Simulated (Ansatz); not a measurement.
Reaction (formal hydrolysis of the Si–Te bond): `N[Si](O)(O)[TeH]` + H₂O → `N[Si](O)(O)O` + H₂Te

Gas-phase electronic energies from Ansatz, PBE0-D4/def2-TZVP geometries. CCSD(T)/CBS adds triple-zeta CCSD(T) − MP2 to the extrapolated MP2 energy (def2 sets, frozen cores). This one scheme is used for every species. def2 core potentials past Kr. For Te outer-core shells are correlated without core-valence functions, which leaves a few kJ/mol of doubt a bond. Each species was taken in one conformer, which may not be the lowest.

```tsv
species	CCSD(T)/CBS(def2) energy (Eh)
`N[Si](O)(O)[TeH]`	-765.03633
H₂O	-76.37941
`N[Si](O)(O)O`	-572.52479
H₂Te	-268.91024
```

Question: Work out ΔE.

Answer: ΔE = (-572.52479) + (-268.91024) − (-765.03633) − (-76.37941) = -0.01929 Eh = -50.6 kJ/mol.

Question: What do rigid-rotor, harmonic-oscillator terms from PBE0-D4/def2-TZVP frequencies (298.15 K, 1 bar) make of the CCSD(T)/CBS value? (Best estimate.)

Answer: Ansatz gave: ΔZPE = -6.5 kJ/mol, ΔH = -59.6 kJ/mol, ΔS = 1 J/(mol·K), ΔG = -59.9 kJ/mol.

Largest T1 diagnostic among the species: 0.011.

In def2-TZVPP, CCSD(T) changes the Hartree–Fock value by +21.3 kJ/mol (the triples alone add +4.6 kJ/mol) and MP2 by +31.3 kJ/mol. From PBE to PBE0 (25 % exact exchange), in def2-TZVPP and without D4, ΔE moves by −5.7 kJ/mol.
